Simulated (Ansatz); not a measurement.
Consider the redistribution: `N[SiH2]C=[Se]` + `C#[C][SnH3]` → `N[SiH2][SnH3]` + `C#CC=[Se]`.

Computed with Ansatz on PBE0-D4/def2-TZVP structures; ΔE is electronic, products minus reactants. CBS: MP2 limit from def2 TZ/QZ plus the TZ coupled-cluster correction, frozen cores. DFT in def2-TZVPP. B3LYP here is the variant with VWN-RPA as its local correlation; programs differ in this. def2 core potentials past Kr. For Se, Sn outer-core shells are correlated without core-valence functions, which leaves a few kJ/mol of doubt a bond. Scalar relativity is left out up to krypton. Each species was taken in one conformer, which may not be the lowest.

```tsv
level	ΔE (kJ/mol)	difference from CCSD(T)/CBS
PBE-D4	-26.1	-35.2
r2SCAN-D4	-15.2	-24.3
PBE0-D4	-16.6	-25.7
B3LYP-D4	-11.8	-20.9
ωB97X-V	5.9	-3.2
ωB97M-V	7.6	-1.5
B2PLYP	-1.7	-10.8
PBE	-27.5	-36.6
r2SCAN	-15.4	-24.5
PBE0	-17.7	-26.8
B3LYP	-14.2	-23.3
HF/def2-TZVPP	18.6	9.5
MP2/def2-TZVPP	10.1	1.0
SCS-MP2/def2-TZVPP	15.1	6.0
CCSD/def2-TZVPP	14.6	5.5
CCSD(T)/def2-TZVPP	12.4	3.3
HF/def2-QZVPP	19.2	10.1
MP2/def2-QZVPP	8.4	-0.7
SCS-MP2/def2-QZVPP	13.7	4.6
HF/CBS(def2)	19.2	10.1
MP2/CBS(def2)	6.8	-2.3
CCSD/CBS(def2)	11.3	2.2
CCSD(T)/CBS	9.1	0
```

Largest T1 diagnostic among the species: 0.016.

From PBE to PBE0 (25 % exact exchange), in def2-TZVPP and without D4, ΔE moves by +9.9 kJ/mol. In def2-TZVPP, CCSD(T) changes the Hartree–Fock value by −6.2 kJ/mol (the triples alone add −2.2 kJ/mol) and MP2 by −8.5 kJ/mol.
